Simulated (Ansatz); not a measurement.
## Abstraction of F: C2HF3Ge + C2HF2Sn → C2HF2Ge + C2HF3Sn

Species: C2HF3Ge `C#[C][Ge]([F])([F])[F]`, singlet; C2HF2Sn `C#[C][Sn]([F])[F]`, doublet; C2HF2Ge `C#[C][Ge]([F])[F]`, doublet; C2HF3Sn `C#[C][Sn]([F])([F])[F]`, singlet. A radical takes F: the energy is the difference in strength between the Ge–F bond broken and the Sn–F bond made.

Shapes, held fixed at every level: PBE0-D4/def2-TZVP. Programs: Ansatz 0.2.0. The zero-point and thermal change to 298 K, harmonic and unscaled (PBE0-D4/def2-TZVP), is -0.8 kJ/mol.

Problem. Estimate ΔH(298 K) of this reaction.

Solution. The highest level, CCSD(T)/def2-TZVPP, gives ΔH(298 K) = +79.6 kJ/mol; the levels span +71.4 to +83.8. The column of differences is taken from that level and isn't an error. No measured value is set beside it here. Open shells run unrestricted. For atoms past krypton def2 sets carry core potentials with scalar relativity. Relativity is left out for Ge. Outer-core shells of Ge, Sn are correlated in most correlated rows, in sets that cover them unevenly.

| level | kind | ΔH(298 K) (kJ/mol) | less CCSD(T)/def2-TZVPP |
| --- | --- | --- | --- |
| HF/def2-TZVPP | Hartree–Fock | +77.8 | -1.8 |
| SPW92/def2-TZVPP | LDA | +78.5 | -1.1 |
| B3LYP-D4/def2-TZVPP | global hybrid | +73.3 | -6.3 |
| wB97M-V/def2-TZVPP | range-separated hybrid | +72.1 | -7.5 |
| wB97X-V/def2-TZVPP | range-separated hybrid | +71.4 | -8.2 |
| CCSD(T)/def2-SVP | coupled cluster or CI | +83.8 | +4.2 |
| CCSD/def2-SVP | coupled cluster or CI | +83.8 | +4.2 |
| CCSD(T)/def2-TZVPP | coupled cluster or CI | +79.6 | 0.0 |
